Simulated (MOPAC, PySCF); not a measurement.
Ligands exchanged one at a time, In F-Cl. Gas-phase values, no solvent. Strings in code marks are SMILES.

Quantity: vertical ionisation energy (energy after one electron is removed minus that of the parent at the parent's geometry), in eV.

Level 1: B3LYP-D3(BJ)/def2-TZVP // PBE0-D4/def2-TZVP (PySCF)
Level 2: minus the HOMO energy of B3LYP/6-31G* (LANL2DZ on In) // PBE0-D4/def2-TZVP (PySCF)
Level 3: minus the HOMO energy of PM7 // PBE0-D4/def2-TZVP (MOPAC)
Level 4: minus the HOMO energy of SVWN5/6-31G* (LANL2DZ on In) // PBE0-D4/def2-TZVP (PySCF)

```json
[
 {"species": "`[F][In]([F])[Cl]`", "level 1": "12.37", "level 2": "9.50", "level 3": "11.96", "level 4": "8.41"}
]
```
